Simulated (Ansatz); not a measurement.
Species: sum formula SiOBr, net charge 0, doublet state. It need not be the lowest isomer of its formula. 
Coordinates optimised at B3LYP-D3(BJ)/def2-TZVP (Ansatz, a first-principles code):
```
Si
O 1 1.5259
Br 1 2.2484 2 125.33
```
Charge 0, spin multiplicity 2.

Parts of the frozen-core correlation energy in def2-TZVPPD (Ansatz, hartree). Frozen orbitals: 20; correlated occupied orbitals by spin: 9 and 8; virtual: 116 and 117. Open shells are spin-unrestricted. No spin-orbit coupling. No relativistic terms.

```
term                             value
-------------------------  -----------
reference (HF)             -2936.26946
MP2 opposite-spin                    …
MP2 same-spin                 -0.12916
CCSD correlation                     …
(T)                                  …
T1 diagnostic                    0.025
largest doubles amplitude        0.034
<S^2> of the reference           0.771
```

### Question
Some entries are withheld; supply them.

### Answer

- MP2 opposite-spin, value: -0.36422
- CCSD correlation, value: -0.50543
- (T), value: -0.02631
